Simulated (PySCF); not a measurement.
The PySCF input:
```python
from pyscf import gto, scf, dft

mol = gto.M(
    atom='''
C    -1.25117299   -1.14189568   -0.08340094
Si   -0.05201846    0.40660041   -0.28931395
C     1.52901773   -0.73370817   -0.00961272
O    -0.23588869    1.46340425    0.79243281
H    -1.03290529   -1.90381264   -0.81733669
H    -1.16645880   -1.53241009    0.91999748
H    -2.23728515   -0.72883310   -0.24052025
H    -0.06203034    0.73298104   -1.71758477
H     1.50282628   -1.24124378    1.24112969
H     2.36169124   -0.05361154   -0.11846018
H     1.57722329   -1.52059366   -0.74806204
''',
    basis='3-21g',
    spin=1,
    verbose=4,
)

mf = dft.UKS(mol)
mf.xc = 'b3lyp'
mf.kernel()
mo_i, mo_e, stable_i, stable_e = mf.stability(internal=True, external=False, return_status=True, nroots=6, tol=1e-6)
print('internally stable:', stable_i, ' externally stable:', stable_e)
if not stable_i:
    umf = mf.copy()
    umf.scf_summary = {}
    umf.kernel(umf.make_rdm1(mo_i, mf.mo_occ))
```

**Question.** Give the dipole moment at the level B3LYP/3-21G run with PySCF.

**Answer.** 2.48 D

**Question.** What is the computed total energy (B3LYP/3-21G)?

**Answer.** -442.694844 Ha

**Question.** What number of basis functions does B3LYP/3-21G give?

**Answer.** 54

**Question.** Estimate the <S^2> that B3LYP/3-21G returns for this input.

**Answer.** 0.761

**Question.** What HOMO energy does B3LYP/3-21G give?

**Answer.** -7.38 eV

**Question.** Estimate the nuclear repulsion energy that B3LYP/3-21G returns for this input.

**Answer.** 169.2040 Eh

These values belong to the state on which the SCF converged, which isn't shown to be the lowest.
